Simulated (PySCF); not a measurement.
**Radial density of Cl²⁺ (chlorine, charge +2)**

M06-L, [Ne] 3s2 3p3, high-spin 4S determinant. Computed with PySCF 2.14 in dyall-av3z, with the spin-free X2C one-electron Hamiltonian (Gaussian nucleus).

| r (bohr) | 4πr²ρ (e/bohr) | 4πr²(ρα − ρβ) |
| --- | --- | --- |
| 0.00143 | 0.09546 | 0.0000 |
| 0.00241 | 0.2518 | 0.0000 |
| 0.00405 | 0.6507 | 0.0001 |
| 0.00682 | 1.625 | 0.0002 |
| 0.0115 | 3.826 | 0.0004 |
| 0.0193 | 8.138 | 0.0012 |
| 0.0324 | 14.51 | 0.0057 |
| 0.0546 | 19.45 | 0.0296 |
| 0.0918 | 17.24 | 0.1247 |
| 0.154 | 13.16 | 0.3670 |
| 0.260 | 18.26 | 0.5340 |
| 0.437 | 15.51 | 0.0906 |
| 0.735 | 4.425 | 0.4363 |
| 1.24 | 3.994 | 2.2211 |
| 2.08 | 1.697 | 1.0904 |
| 3.50 | 0.06775 | 0.0496 |
| 5.88 | 0.0001666 | 0.0002 |

Densities and radii are taken from the X2C orbitals without a picture-change correction, which distorts them close to the nucleus.
